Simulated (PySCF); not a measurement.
Simulated C 1s region for `C1[C@H](C(=C)C)[SiH2]O[SiH2]1`, binding energy against the vacuum level.

Every computed line was given a Gaussian of 0.8 eV full width at half maximum and an area set by the number of equivalent atoms; the highest printed point is 100. Computed, not measured: PySCF 2.14.0, delta-SCF UKS SCAN, pcX-2 on the ionised atom, pcseg-1 elsewhere, spin-free X2C.

```
binding energy (eV)  intensity
              288.4          0
              288.5          0
              288.6          1
              288.7          1
              288.8          2
              288.9          4
              289.0          7
              289.1         12
              289.2         17
              289.3         23
              289.4         28
              289.5         34
              289.6         38
              289.7         43
              289.8         49
              289.9         57
              290.0         66
              290.1         77
              290.2         88
              290.3         96
              290.4        100
              290.5         99
              290.6         92
              290.7         81
              290.8         68
              290.9         53
              291.0         39
              291.1         27
              291.2         17
              291.3         10
              291.4          6
              291.5          3
              291.6          1
              291.7          1
              291.8          0
              291.9          0
```

Problem. How many maxima does the curve show, and how many computed lines lie under it?

Solution. The curve has 1 maximum (at 290.4 eV). Under it lie 5 lines from 5 inequivalent carbon sites. At this width some lines have no maximum of their own.

Problem. Decompose the envelope and assign each component. Numbering: `[CH2:1]=[C:2]([CH3:3])[C@H:4]1[CH2:5][SiH2:6][O:7][SiH2:8]1`.

Solution. 
| position (eV) | relative area | line | atoms | environment |
| --- | --- | --- | --- | --- |
| 289.57 | 1 | C 1s | C1 | terminal =CH2 carbon |
| 290.23 | 1 | C 1s | C5 | sp3 carbon bound to silicon |
| 290.31 | 1 | C 1s | C4 | sp3 carbon bound to silicon |
| 290.54 | 1 | C 1s | C2 | fully substituted alkene carbon |
| 290.73 | 1 | C 1s | C3 | allylic carbon |

The listed C 1s values span 1.16 eV, from C1 (bonded to C (double bond) and 2 H) to C3 (bonded to C and 3 H). The widest gap between neighbouring values is 0.66 eV, between 289.57 and 290.23 eV. Summing the Pauling electronegativity differences to the bonded atoms, each weighted by its formal bond order, gives -0.70 for the lowest site and -1.05 for the highest; the largest sum, 0.00, belongs to C2, 0.19 eV below the top. The smallest sum, -1.35, belongs to C5, 0.66 eV above the lowest.

No satellites, vibrations or lifetime broadening are included. Spin contamination (⟨S²⟩ against 0.75 for a pure doublet) is marked for C 1s of C2 (0.86), which makes this value less certain. One conformer (not necessarily the lowest) at the PBE0-D3(BJ)/def2-SVP geometry, without solvent, vibrations or thermal averaging.
